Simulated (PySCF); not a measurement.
SrCl, SMILES [Cl][Sr+], charge +1.

Geometry optimised at r2SCAN-D4/def2-TZVPD. The multiplicity is an assumed one; other spin states were not compared. The def2 effective core potentials stand for the cores of Sr; spin–orbit coupling is left out.

These are r2SCAN-D4/def2-TZVPD in PySCF 2.14.0 values and carry that method's errors.

Frequencies are harmonic and unscaled.

```tsv
mode	ν (cm⁻¹)	IR (km/mol)	moving atoms (share of kinetic energy)
1	364	72.5	Cl 71 %, Sr 29 %
```
